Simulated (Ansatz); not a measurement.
Geometry optimisation, RKS BHLYP/def2-SVP in Ansatz.

Input:

```yaml
crystal:
  periodic: [false, false, false]
  atoms:
    - { symbol: Si, position_ang: [-0.63294, 1.47313, -0.29193] }
    - { symbol: Si, position_ang: [-0.28267, -0.68094, 0.16564] }
    - { symbol: S, position_ang: [1.58091, -1.0424, 1.25358] }
    - { symbol: Cl, position_ang: [-0.15038, -1.95247, -1.44408] }
    - { symbol: H, position_ang: [-1.91757, 1.74744, -0.95817] }
    - { symbol: H, position_ang: [-0.71063, 2.33234, 0.89939] }
    - { symbol: H, position_ang: [2.11327, -1.8771, 0.37557] }
basis:
  gaussian: { orbitals: def2-SVP }
hamiltonian:
  xc: { name: BHLYP }
relax:
  f_tol: 0.015
  max_steps: 40
```

Launched with:

```bash
$ ansatz run input.yaml --threads 1 --pin off --max-ram 2048MiB --backend cpu --events-out ev --progress --plain --runs-dir out
```

Where does it end, and by what steps?

The forces met the threshold. The force dipped under the threshold on the way, but the program's further checks kept it going. After 13 steps the energy has fallen by 0.196 eV; Si2 moved furthest, 0.35 Å.

```csv
step,energy less start (eV),largest force component (eV/Å),accepted
0,0.0000,1.166,yes
1,-0.0821,0.910,yes
2,-0.1540,0.450,yes
3,-0.1742,0.442,yes
4,-0.1888,0.119,yes
5,-0.1919,0.065,yes
6,-0.1916,0.130,no
7,-0.1950,0.060,yes
8,-0.1949,0.058,no
9,-0.1955,0.029,yes
10,-0.1955,0.032,no
11,-0.1958,0.004,yes
12,-0.1959,0.021,yes
13,-0.1959,0.010,yes
```

```xyz
7
Properties=species:S:1:pos:R:3
Si -0.636 1.632 -0.393
Si -0.039 -0.474 0.016
S 1.572 -1.038 1.281
Cl -0.204 -1.899 -1.467
H -2.039 1.539 -0.887
H -0.680 2.263 0.957
H 2.027 -2.023 0.491
```

Whether the end is a true minimum wasn't checked by a vibrational analysis.

Time of the run: 56 s on 1 thread of Arm Neoverse V1 (shared host), peak memory 0.18 GiB.
